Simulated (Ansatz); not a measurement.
Consider the redistribution: `NB[SiH2][SeH]` + `C[SiH2]N` → `C[SiH2]BN` + `N[SiH2][SeH]`.

Program: Ansatz. Geometries: PBE0-D4/def2-TZVP. ΔE: electronic, gas phase. CBS: MP2 limit from def2 TZ/QZ plus the TZ coupled-cluster correction, frozen cores. DFT in def2-TZVPP. For Se outer-core shells are correlated without core-valence functions, which leaves a few kJ/mol of doubt a bond. Scalar relativity is left out up to krypton. Each species was taken in one conformer, which may not be the lowest.

`NB[SiH2][SeH]`:

```xyz
10

N     0.740   -1.241   -1.111
B     0.941   -0.205   -0.213
Si   -0.486    0.282    1.118
Se   -1.364    2.334    0.573
H     1.413   -1.497   -1.815
H    -0.086   -1.817   -1.123
H     1.965    0.413   -0.281
H     0.025    0.495    2.498
H    -1.579   -0.735    1.191
H    -1.568    1.971   -0.836
```

`C[SiH2]N`:

```xyz
10

C     0.979    0.889    0.457
Si   -0.646   -0.016    0.249
N    -0.681   -1.261   -0.938
H     0.895    1.656    1.232
H     1.279    1.380   -0.472
H     1.778    0.202    0.749
H    -1.689    0.976   -0.133
H    -1.001   -0.647    1.549
H    -0.690   -1.036   -1.919
H    -0.225   -2.143   -0.772
```

`C[SiH2]BN`:

Cartesian coordinates in Å:
```
C -1.196 -1.471 0.701
Si -0.708 -0.116 -0.510
B 1.225 0.430 -0.320
N 1.576 1.753 -0.099
H -1.072 -1.134 1.733
H -2.238 -1.766 0.563
H -0.570 -2.354 0.559
H -1.608 1.065 -0.310
H -0.962 -0.604 -1.900
H 2.121 -0.368 -0.389
H 2.529 2.066 -0.004
H 0.902 2.498 -0.024
```

`N[SiH2][SeH]`:

Cartesian coordinates in Å:
```
N -0.655 -0.302 -1.150
Si -0.169 0.587 0.229
Se 1.845 0.060 1.189
H -0.069 -0.324 -1.970
H -1.132 -1.180 -1.026
H -1.247 0.414 1.231
H 0.037 2.008 -0.139
H 1.389 -1.263 1.636
```

| species | r2SCAN-D4 energy (Eh) |
| --- | --- |
| `NB[SiH2][SeH]` | -2774.27150 |
| `C[SiH2]N` | -386.56190 |
| `C[SiH2]BN` | -412.00670 |
| `N[SiH2][SeH]` | -2748.82733 |

Q: Work out ΔE.

A: ΔE = (-412.00670) + (-2748.82733) − (-2774.27150) − (-386.56190) = -0.00063 Eh = -1.7 kJ/mol. CCSD(T)/CBS gives -0.5 kJ/mol.

Largest T1 diagnostic among the species: 0.012.
